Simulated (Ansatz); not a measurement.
`[CH3][Sc]([NH2])[F]` and `[CH3][Sc]([CH3])[F]` differ in one atom or group.

Ansatz, PBE0-D4/def2-TZVP geometries, multiplicity 1. Each molecule was computed in one conformer, which needn't be the lowest.

Scalar relativity is left out up to krypton.

| property | `[CH3][Sc]([NH2])[F]` |
| --- | --- |
| HOMO energy (B3LYP/def2-TZVPP) / eV | -6.77 |
| HOMO energy (ωB97M-V/def2-TZVPP) / eV | -9.33 |
| LUMO energy (PBE0/def2-TZVPP) / eV | -1.72 |
| HOMO–LUMO gap (PBE0/def2-TZVPP) / eV | 5.28 |
| size of the dipole moment (ωB97M-V/def2-TZVPP) / D | 1.97 |
| LUMO energy (B3LYP/def2-TZVPP) / eV | -2.12 |

Task: Give the same properties after the change, and the shifts. (An estimate is asked.)

Result: The calculation gave: 
```json
{"property": "HOMO energy (B3LYP/def2-TZVPP) / eV", "`[CH3][Sc]([CH3])[F]`": "-6.71", "shift": "0.06"}
{"property": "HOMO energy (ωB97M-V/def2-TZVPP) / eV", "`[CH3][Sc]([CH3])[F]`": "-9.25", "shift": "0.08"}
{"property": "LUMO energy (PBE0/def2-TZVPP) / eV", "`[CH3][Sc]([CH3])[F]`": "-2.04", "shift": "-0.32"}
{"property": "HOMO–LUMO gap (PBE0/def2-TZVPP) / eV", "`[CH3][Sc]([CH3])[F]`": "4.89", "shift": "-0.39"}
{"property": "size of the dipole moment (ωB97M-V/def2-TZVPP) / D", "`[CH3][Sc]([CH3])[F]`": "0.86", "shift": "-1.11"}
{"property": "LUMO energy (B3LYP/def2-TZVPP) / eV", "`[CH3][Sc]([CH3])[F]`": "-2.47", "shift": "-0.35"}
```

With PBE0 the HOMO rises by 0.08 eV and the LUMO falls by 0.32 eV, so the gap narrows by about 0.40 eV. PBE moves the HOMO by 0.06 eV and ωB97M-V by 0.08 eV. Dipoles are sizes alone; their direction can turn.

B3LYP here is the variant with VWN-RPA as its local correlation; programs differ in this.
